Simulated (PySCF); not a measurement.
A barrier at the coupled-cluster level

Start structure (SnH₅OF, singlet), relaxed at PBE0-D4/def2-TZVP:

| atom | x (Å) | y (Å) | z (Å) |
| --- | --- | --- | --- |
| Sn1 | 0.3350 | -1.0065 | 0.2763 |
| O2 | 0.4366 | 0.7960 | -0.5808 |
| H3 | -1.1495 | -1.6973 | -0.1859 |
| H4 | 1.6670 | -1.8749 | -0.3378 |
| H5 | 0.4548 | -0.6333 | 1.9229 |
| H6 | -0.7493 | 1.6956 | -0.0143 |
| F7 | -1.5064 | 2.0688 | 0.4275 |
| H8 | 0.5160 | 0.7815 | -1.5371 |

The step: SnH₄O ([OH][SnH3]) + HF → SnH₃F ([F][SnH3]) + H₂O; bonds formed: Sn1–F7, O2–H6; bonds broken: Sn1–O2, H6–F7. PySCF 2.14 with density fitting (its default auxiliary sets; JK sets also for MP2 and CCSD(T)); basis: def2-TZVPP and def2-QZVPP; cores frozen in the correlated methods. Filled d shells of the heavier atoms are correlated. Core potentials replace the inner electrons of the atoms past krypton. The def2 sets are not built for correlating such inner shells, so the correlated values are less sure here. Extrapolation: Hartree–Fock as exp(−7.88 √X), correlation as X^−2.97. Energies below are by CCSD(T) at an estimated basis limit (MP2 extrapolated from triple and quadruple zeta, plus CCSD(T) − MP2 in triple zeta).

Q: What are the electronic barrier and the energy of the step, from the start structure to the end structure? (An estimate is asked for; the value comes from the calculation.)

A: By the calculation: Barrier 11.03 kcal/mol; step energy -4.83 kcal/mol (downhill); reverse barrier, their difference, 15.86 kcal/mol. Barrier and step energy count from the start structure, the reverse barrier from the end structure.

The saddle point: One imaginary mode of 388i cm⁻¹.
```json
{"pair": "Sn1–F7", "start (Å)": "3.59", "saddle (Å)": "2.27", "end (Å)": "1.95"}
{"pair": "O2–H6", "start (Å)": "1.59", "saddle (Å)": "1.12", "end (Å)": "0.97"}
{"pair": "Sn1–O2", "start (Å)": "2.00", "saddle (Å)": "2.16", "end (Å)": "2.99"}
{"pair": "H6–F7", "start (Å)": "0.95", "saddle (Å)": "1.24", "end (Å)": "1.96"}
```

Zero-point energy (harmonic, PBE0-D4): ZPE is 28.98 kcal/mol at the start and 28.07 kcal/mol at the saddle, so the barrier goes from 11.03 to 10.12 kcal/mol.

T1 diagnostic: at most 0.014.

Steps of this kind, hydrogen fluoride cutting a network bond, underlie vapour etching and the fluorination step of atomic layer etching.

Labels in which every atom is bracketed show which atoms are joined, not bond orders.

For scale, one of the runs: CCSD(T)/def2-TZVPP, 182 basis functions, launched by `OMP_NUM_THREADS=4 python run.py`. Time: 6.9 min of wall clock on 4 CPU threads of an Arm Neoverse V2; the host was shared. Peak host memory: 2.6 GiB.
